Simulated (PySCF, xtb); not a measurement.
CH2Cl, SMILES [CH2]Cl (connectivity only; charge and spin as stated), charge +1, multiplicity 1.

GFN2-xTB in xtb at its own geometry gives an orbital gap of 2.02 eV.

Geometry optimised at B3LYP-D3(BJ)/def2-TZVP. The spin state was assumed, not searched. The isomer is the one that the SMILES or the coordinates give; other isomers of the formula were not compared.

Question: What does PBE/def2-TZVPD in PySCF give? (The exact figures need the calculation; the answer reports its results.)

Answer: gap 2.98 eV (levels -15.38 and -12.41 eV).
